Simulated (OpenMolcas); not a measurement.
An atom or ion with 72 electrons was computed by XMS-CASPT2, IPEA 0.25 Eh, imaginary shift 0.1 Eh with spin-orbit coupling (OpenMolcas, ANO-RCC-VTZP, DKH2). The lowest levels that the run gave, each within 12 % of the measured value where one is at hand:

| J | Parity | E (cm-1) | g |
| --- | --- | --- | --- |
| 0 | even | 0.0 |  |
| 1 | even | 3170 | 1.500 |
| 2 | even | 6140 | 1.482 |
| 3 | even | 8570 | 1.466 |
| 4 | even | 10370 | 1.429 |
| 0 | even | 15290 |  |
| 4 | even | 17910 | 0.955 |
| 1 | even | 20530 | 1.425 |
| 3 | even | 21060 | 0.912 |
| 2 | even | 21090 | 0.792 |
| 5 | even | 22050 | 1.070 |
| 6 | even | 23990 | 1.131 |

Q: Which ion is it, and what are the configurations and terms?

A: Re3+ (Z = 75, charge +3; active space 4 electrons in 5 orbitals (5d)). J, parity and g give the terms where levels are pure, and mixed ones are named by the computed weights; the size of the splittings, set against known spectra of the 72-electron sequence, gives the charge. In order, with the measured energies in cm-1 (the list in Brasseur, Gamrath and Quinet, At. Data Nucl. Data Tables 157, 101636 (2024)): 5d4 5D0 [68 %], 5d4 5D1 (3084), 5d4 5D2 (5979), 5d4 5D3 (8350), 5d4 5D4 (10121), 5d4 3P0(1) [57 %], 5d4 3H4 [57 %] (16946), 5d4 3P1(1) (19340), 5d4 3G3 [58 %] (19817), 5d4 3F2(1) [71 %] (19851), 5d4 3H5 (20930), 5d4 3H6 (22896).

CASPT2 does not keep the components of a term degenerate, so their means are used; among the terms shown or strongly mixed into the levels shown the widest spread is 920 cm-1 (5d4 3G). The CASPT2 spread within a term exceeds the gap to the next term for 5d4 3P(1) and 5d4 3H, 5d4 1I and 5d4 1G(1), so the order of their levels is uncertain. Computed and measured levels are paired by configuration, term and J; levels that our copy of the source lacks, or whose pairing is in doubt (as where it misses far off the trend of its configuration), stay unpaired and out of the deviations. Only configurations of the active space appear.

A share in square brackets marks a mixed level and gives the weight of the term that names it. A number in round brackets counts repeated terms of one configuration in the order of the reference energies.
